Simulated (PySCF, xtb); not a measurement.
TeHF, SMILES F[TeH].

The structure is a stationary point at r2SCAN-D4/def2-TZVP. The def2 effective core potentials stand for the cores of Te; spin–orbit coupling is left out.

Calculation: C-PCM-PBE0/def2-TZVPD (PySCF).

The values are the electrostatic part of the solvation free energy, E(continuum) − E(gas) at the gas-phase geometry, in a cavity of scaled van der Waals radii (PySCF's table); cavitation and dispersion terms are not included. In vacuum the orbital gap is 4.10 eV. The dipole moment in vacuum is 2.18 D.

**Question.** Estimate the values in water (ε = 78.36), dimethylsulfoxide (ε = 46.83), ethanol (ε = 24.85). (An estimate is asked for; the answer gives what the named calculation found.)

**Answer.** 
```tsv
solvent	ε	ΔG(elec) (kcal/mol)	dipole (D)	gap (eV)
water	78.36	-3.7	2.88	4.21
dimethylsulfoxide	46.83	-3.7	2.87	4.21
ethanol	24.85	-3.6	2.86	4.20
```

For comparison, GFN2-xTB/ALPB(water) (xtb, at the GFN2-xTB geometry, all terms of that model) gives -3.9 kcal/mol.
